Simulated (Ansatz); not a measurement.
System: KI, charge 1, doublet. KI+ (parent SMILES [K][I], doublet).
B3LYP-D3(BJ)/def2-TZVP minimum from Ansatz (a first-principles code):
```xyz
2

K      0.0000     0.0000    -2.6587
I      0.0000     0.0000     0.9531
```
Charge +1, spin multiplicity 2.

Total energies in def2-QZVPP, 7 correlated electrons, 18 frozen orbitals. UHF or UKS for unpaired electrons; spin-orbit terms are left out. Correlated methods leave the cores frozen (noble-gas shells, and filled d and f shells in the p block). Past Kr the def2 sets carry scalar-relativistic core potentials. Spin-orbit terms, left out, reach several kcal/mol for Br and I, and more for heavier atoms. The spin of IK+ (parent SMILES [K][I], doublet) was assumed, and the state is the lowest solution found for it.

```csv
method,program,energy (Eh),minus CCSDT(Q) (mEh)
HF,Ansatz,-895.68518,154.62
MP2,Ansatz,-895.81552,24.28
CCSD,Ansatz,-895.83349,6.30
CCSD(T),Ansatz,-895.83898,0.81
CCSDT(Q),Ansatz,-895.83979,0.00
```

Rough core times of Ansatz's runs on a shared machine: CCSD(T) 2 min, CCSDT(Q) 30 min.
